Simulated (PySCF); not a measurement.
Two-component Hartree-Fock for Ti¹³⁺ (titanium, charge +13)

Start: [He] 2s2 2p5; 2p1/2 filled at m_j = -1/2, +1/2; 2p3/2 filled at m_j = -1/2, +1/2, +3/2. Calculated with PySCF 2.14 in an even-tempered Gaussian basis (18 s from 2.3 bohr⁻², ratio 2.4; 11 p from 3 bohr⁻², ratio 2.4; 5 d from 15 bohr⁻², ratio 2.6; 5 f from 22 bohr⁻², ratio 2.6): generalised Hartree-Fock with the X2C-1e Hamiltonian and a Gaussian nucleus; one run each with spin-orbit coupling (SO) switched off, then screened by Boettger's factors.

```
spinor shell  electrons  ε, spin-free (eV)  ε, screened SO (eV)  weight of nominal j (screened SO)  rms radius, screened SO (bohr)
       1s1/2          2            -5447.3              -5447.0                              1.000                          0.0802
       2s1/2          2            -961.74              -961.66                              1.000                           0.340
       2p1/2          2            -870.91              -875.77                              0.850                           0.305
       2p3/2          3            -870.91              -868.26                              0.900                           0.307
```

```csv
quantity,spin-free,screened SO
E (hartree),-766.04776,-766.12784
M_J,3/2,3/2
⟨J²⟩,3.750,3.750
⟨L²⟩,2.000,2.000
⟨S²⟩,0.750,0.750
```

Each row is a mean over spinors that exchange with the open shell spreads, by up to 16.208 eV (2s1/2).

Rows whose weight is well below 1 are mixtures of j = l ± 1/2: exchange outweighs spin-orbit coupling there, and the label is only the starting occupation.

Without spin-orbit coupling the j labels of p, d and f shells carry no meaning; the spin-free column gives the mean over the occupied spinors of each nl shell.
